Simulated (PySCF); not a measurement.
AsGeH₆P.
SMILES: `[PH2][GeH2][AsH2]`

Level of theory: MP2 and CCSD/aug-cc-pVDZ in PySCF, restricted Hartree–Fock reference, frozen core, non-relativistic, gas phase, PBE0-D3(BJ)/def2-SVP geometry.

E(HF) = -4653.74616 Eh.

Task: How large is the problem?

Result: 153 basis functions and 86 electrons; 23 orbitals frozen, which leaves o = 20 correlated occupied and v = 110 virtual orbitals. That is o·v = 2200 singles and o·v(o·v + 1)/2 = 2421100 distinct closed-shell doubles amplitudes before symmetry; the costliest CCSD step grows as o²v⁴ = 5.9 × 10^10.

Task: What are the MP2 and CCSD correlation energies?

Result: MP2 -0.4035 Eh and CCSD -0.4630 Eh, which gives totals of -4654.14962 and -4654.20920 Eh. That is 0.315 eV for each correlated electron at CCSD (1216 kJ/mol in all, 0.010 % of the total energy); MP2 gives 87.1 % of the CCSD value.

Task: What is the T1 diagnostic?

Result: 0.0102, below the customary warning level of 0.02. It is the norm of the spatial-orbital singles amplitudes over the root of the number of correlated electrons, so the norm is 0.065.

Task: How does correlation change the dipole moment?

Result: HF gives 0.56 D and CCSD (unrelaxed density) 0.50 D, a change of -0.06 D.

Connected triples and the basis-set limit are missing.

The job also held the EOM ionisation roots. Hardware: one thread of an Arm Neoverse V1, shared host with 32 logical CPUs at a one-minute load of 20. Cost: 7.3 min wall, 2.5 GiB resident at most.

Conformer computed: `[PH2:1][GeH2:2][AsH2:3]`: H–P1–Ge2–As3 48°, H–P1–Ge2–As3 -46°, H–As3–Ge2–P1 -50°, H–As3–Ge2–P1 43°.

One conformer stands for the species.
